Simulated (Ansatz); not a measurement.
`C1=[CH][SnH2][O]1`. Total charge 0; spin multiplicity 1. Sn takes the def2 core potential. Geometry: relaxed with PBE0-D4/def2-TZVP.

```xyz
8

C     0.245   -1.132   -0.450
C     1.035   -0.300    0.253
Sn   -0.564    1.053    0.290
O    -1.000   -0.703   -0.721
H     0.502   -2.122   -0.828
H     2.053   -0.435    0.579
H    -1.595    1.243    1.636
H    -0.677    2.394   -0.758
```

(1) What is the dipole moment at r2SCAN/def2-TZVPP? (Estimate.)

(2) And with PBE, B3LYP, ωB97M-V? (Best estimate.)

(3) Give the Mulliken charges with r2SCAN, ωB97M-V, B3LYP in def2-TZVPP. (Best estimate.)

Results:

(1) The calculation gave: 1.97 D, with components (0.66, 1.56, 1.00) D in this frame, pointing from negative to positive charge.

(2) The calculation gave: PBE 1.89 D, B3LYP 2.06 D, ωB97M-V 2.13 D.

(3) The calculation gave: 
| atom | r2SCAN | ωB97M-V | B3LYP |
| --- | --- | --- | --- |
| C1 | 0.22 | 0.17 | 0.14 |
| C2 | -0.51 | -0.49 | -0.48 |
| Sn3 | 0.90 | 0.80 | 0.90 |
| O4 | -0.51 | -0.50 | -0.50 |
| H5 | 0.07 | 0.10 | 0.10 |
| H6 | 0.06 | 0.08 | 0.08 |
| H7 | -0.11 | -0.08 | -0.12 |
| H8 | -0.11 | -0.08 | -0.12 |

B3LYP here is the variant with VWN-RPA as its local correlation; programs differ in this.

Results of the Gaussian-basis code of Ansatz.
